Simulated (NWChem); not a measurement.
A series in which one site is exchanged, each optimised at PBE0/def2-SVP with NWChem, gas phase unless a solvent is named. All stand in one matching conformer (torsions within 35°), which need not be the lowest. For some, no frequency run checked for a minimum. def2 effective core potentials on Sr, Cd; no spin-orbit coupling.

A: [F][Be][SH] (BeHSF; site = Be)
B: [F][Sr][SH] (SrHSF; site = Sr)
C: [F][Cd][SH] (CdHSF; site = Cd)
D: [F][Mg][SH] (MgHSF; site = Mg)

| quantity | A | B | C | D |
|---|---|---|---|---|
| dipole (D), PBE0/def2-SVP | 1.17 | 6.64 | [?] | 1.11 |
| static polarisability, B3LYP/def2-SVPD (bohr³) | 36.0 | 59.1 | [?] | 45.0 |
| lowest singlet excitation, B3LYP/def2-SVPD, TDA (eV) | 5.74 | 2.84 | [?] | 4.24 |

### Question
Fill in the missing entries.

### Answer

- dipole (D), PBE0/def2-SVP, C: 1.60
- static polarisability, B3LYP/def2-SVPD (bohr³), C: 51.8
- lowest singlet excitation, B3LYP/def2-SVPD, TDA (eV), C: 4.13
